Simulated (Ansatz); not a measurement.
Input file for Ansatz (a program for electronic structure): U-wB97X-V/def2-TZVPP on FeN, 2S+1 = 4, a spin state set in the input, which need not be the lowest, a point of a bond scan (R = 1.618 Å).

Ansatz 0.2 input:
```yaml
crystal:
  periodic: [false, false, false]
  atoms:
    - {symbol: Fe, position_ang: [0.00000000, 0.00000000, 0.00000000]}
    - {symbol: N, position_ang: [0.00000000, 0.00000000, 1.61839200]}
basis:
  gaussian:
    orbitals: def2-TZVPP
    pivot_positions_ang: [[0.00000000, 0.00000000, 0.00000000], [0.00000000, 0.00000000, 1.61839200]]
hamiltonian:
  xc: {name: wB97X-V}
magnetization: {spin_polarized: true, initial_magnetization: 3}
output: {forces: true, orbitals: {seedname: ./end}}
```

The log:

```
WARN ansatz: RAYON_NUM_THREADS=1 ignored (pool sized by the plan → 1); use --threads N
Functional definition: wB97X-V
integrals: 0.03 GiB planned
670 factors; their error is unknown
integrals: 0.07 GiB planned
104 factors; integrals over basis functions are off by at most 7.0e-5 eV
mean field: 0.49 GiB planned
mean field evaluation 1: about -35864.8707 eV, gradient 3.9e1 eV
mean field evaluation 2: about -35854.7635 eV, gradient 8.6e1 eV
mean field evaluation 4: about -35868.6624 eV, gradient 3.8e0 eV
mean field evaluation 8: about -35868.7483 eV, gradient 1.0e0 eV
mean field evaluation 16: about -35869.2757 eV, gradient 5.3e-5 eV
mean field evaluation 32: about -35821.3182 eV, gradient 1.1e2 eV
mean field evaluation 64: about -35860.8154 eV, gradient 3.7e1 eV
mean field evaluation 96: about -35845.4178 eV, gradient 8.7e1 eV
mean field evaluation 128: about -35868.9432 eV, gradient 4.4e0 eV
mean field -35869.27574664 eV, -1318.1715706208 hartree, gradient 2.4e-7 eV, S^2 4.350461; 9 other end points of the search recorded, 0 dependent functions left out
the calculation of the forces begins
reference -35869.27574771 eV, -1318.1715706600 hartree; 18, 15 occupied and 77, 80 virtual orbitals, 670 factors
Total energy: -35869.27574771 eV, -1318.1715706600 hartree
Atom 0 at     0.000000     0.000000     0.000000 Å, force     0.000000     0.000000     0.774069 eV/Å
Atom 1 at     0.000000     0.000000     1.618392 Å, force    -0.000000     0.000000    -0.774069 eV/Å
Dipole moment:     0.000000    -0.000000    -0.903034 e Å
```

The run converged. Its determinant has ⟨S²⟩ = 4.35, a mixture of spin states.

Cost: roughly 28 core-seconds.
